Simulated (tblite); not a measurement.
C₆H₆GeO₃.
Numbering: `[O:1]=[C:2]1[CH:3]=[CH:4][C:5]([O:6][GeH3:7])=[CH:8][C:9]1=[O:10]` (hydrogens: H11 on C3; H12 on C4; H13, H14, H15 on Ge7; H16 on C8)

Computed with GFN2-xTB (tblite), gas phase: L-BFGS steps from a force-field or distance-geometry start until the largest atomic force falls under 0.01 eV/Å.

Step 0: E = -815.3333 eV
```
atom  x, y, z in Å  |  force x, y, z in eV/Å
O1     -3.7236    0.4790   -0.0412    2.127  -0.505  -0.020
C2     -2.5154    0.1807   -0.0296   -2.383   1.704   0.046
C3     -1.4686    1.2173   -0.0687   -0.594  -0.008  -0.113
C4     -0.1804    0.8983   -0.0585    0.700  -1.650   0.224
C5      0.2647   -0.5361    0.0351    1.920   1.331  -0.212
O6      1.6160   -0.8913    0.0488   -1.248   1.194  -0.027
Ge7     3.0042    0.2931   -0.0107    0.336   0.278   0.026
C8     -0.6352   -1.5180    0.0816   -1.219  -0.407   0.062
C9     -2.0780   -1.2296    0.0577   -1.007  -3.453   0.149
O10    -2.9323   -2.1603    0.1079    2.053   2.258  -0.117
H11    -1.7714    2.2609   -0.1304   -0.129  -0.327   0.027
H12     0.5438    1.6862   -0.0884    0.567   0.066  -0.021
H13     4.3399   -0.4836    0.0491   -0.791   0.040  -0.040
H14     2.9217    1.2453    1.2074   -0.098  -0.346  -0.371
H15     2.9230    1.1196   -1.3174   -0.073  -0.332   0.405
H16    -0.3160   -2.5526    0.1458   -0.163   0.157  -0.016
```

Step 1: E = -815.4870 eV
```
atom  x, y, z in Å  |  force x, y, z in eV/Å
O1     -3.6932    0.4718   -0.0415   -2.839   0.706  -0.064
C2     -2.5494    0.2050   -0.0289    2.749  -0.574   0.116
C3     -1.4771    1.2172   -0.0703    0.701  -0.383  -0.054
C4     -0.1704    0.8748   -0.0553   -0.310  -0.126   0.104
C5      0.2921   -0.5171    0.0321   -0.760  -0.664  -0.062
O6      1.5981   -0.8742    0.0484   -0.121   0.887  -0.022
Ge7     3.0090    0.2970   -0.0103    0.188   0.269   0.015
C8     -0.6526   -1.5239    0.0825    0.857   0.953  -0.022
C9     -2.0924   -1.2789    0.0599    2.396   2.206  -0.139
O10    -2.9030   -2.1281    0.1062   -2.166  -2.338   0.128
H11    -1.7732    2.2562   -0.1300   -0.045  -0.094   0.009
H12     0.5519    1.6871   -0.0887    0.238  -0.280  -0.003
H13     4.3286   -0.4830    0.0486   -0.687  -0.030  -0.033
H14     2.9203    1.2404    1.2021   -0.081  -0.288  -0.302
H15     2.9219    1.1149   -1.3116   -0.057  -0.284   0.337
H16    -0.3183   -2.5503    0.1456   -0.062   0.039  -0.009
```

**Question.** Estimate the geometry and energy of step 2. (The exact step hangs on the optimiser's Hessian estimate; all steps are aligned on step 1, rigid shifts and turns removed.)

**Answer.** E = -815.6278 eV, largest force 0.767 eV/Å
```
atom  x, y, z in Å  |  force x, y, z in eV/Å
O1     -3.7135    0.4769   -0.0421    0.383  -0.017  -0.021
C2     -2.5304    0.2032   -0.0278   -0.448  -0.001   0.066
C3     -1.4722    1.2139   -0.0710    0.317  -0.141  -0.050
C4     -0.1718    0.8708   -0.0540    0.080  -0.004   0.077
C5      0.2891   -0.5203    0.0312   -0.295  -0.146  -0.066
O6      1.5949   -0.8646    0.0481   -0.053   0.765  -0.020
Ge7     3.0112    0.2998   -0.0101    0.126   0.263   0.010
C8     -0.6475   -1.5165    0.0824    0.478   0.227   0.005
C9     -2.0739   -1.2664    0.0589   -0.177  -0.138   0.003
O10    -2.9176   -2.1438    0.1071    0.305   0.159  -0.012
H11    -1.7738    2.2548   -0.1299   -0.011  -0.193   0.014
H12     0.5550    1.6849   -0.0888    0.156  -0.374   0.005
H13     4.3214   -0.4832    0.0482   -0.632  -0.067  -0.029
H14     2.9195    1.2373    1.1989   -0.078  -0.249  -0.256
H15     2.9213    1.1119   -1.3081   -0.055  -0.250   0.291
H16    -0.3191   -2.5497    0.1455   -0.096   0.167  -0.015
```

The energy changes by -0.1408 eV. The first-order estimate −F·Δx gives -0.2975 eV and the mean of the old and new forces, exact on a quadratic surface, -0.1476 eV. The step makes an angle of 10° with the force vector and moves no atom by more than 0.022 Å.

The cost below is that of the whole relaxation. Hardware: an Arm Neoverse N1 with one thread, shared host with 64 logical CPUs at a one-minute load of 60. Cost: 0.5 s of wall time.
